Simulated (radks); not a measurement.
Neutral lead, configuration [Hg] 6p2.

All-electron calculation, scalar-relativistic Kohn-Sham, SCAN, spin-unpolarised, spherical densities, finite nucleus; meta-GGA in the generalised Kohn-Sham scheme; Fermi nuclear charge, rms radius 5.5012 fm. Program: a radial shooting solver on a logarithmic mesh with Libxc functionals.

Energy parts (hartree):
total: -20879.2550
kinetic: 23583.7587
electron-nucleus: -52116.2466
Hartree: 8041.1222
exchange-correlation: -387.8893

Orbitals (lengths in bohr, moments of r in powers of bohr; r(90%) holds 90 % of the orbital's charge):
orbital,occ.,eigenvalue (hartree),r(90%),<r^2>,<r>
1s,2,-3240.510,0.0294,0.0003575,0.01605
2s,2,-580.7284,0.105,0.005418,0.06758
2p,6,-498.1283,0.100,0.004617,0.06143
3s,2,-139.9016,0.256,0.03480,0.1744
3p,6,-116.0871,0.264,0.03609,0.1764
3d,10,-91.70654,0.248,0.02997,0.1600
4s,2,-31.92334,0.550,0.1664,0.3841
4p,6,-24.08386,0.593,0.1905,0.4095
4d,10,-14.96381,0.641,0.2142,0.4309
5s,2,-5.39348,1.22,0.8197,0.8555
4f,14,-4.93559,0.720,0.2468,0.4539
5p,6,-3.22790,1.41,1.077,0.9770
5d,10,-0.79457,1.99,1.991,1.306
6s,2,-0.45969,3.42,6.123,2.320
6p,2,-0.13332,5.05,12.68,3.299

The highest occupied level is 6p at -3.628 eV. Summed over all electrons, <r^2> = 73.32 bohr^2, which gives a Langevin (diamagnetic) susceptibility term of -58.1 x 10^-6 cm^3/mol.
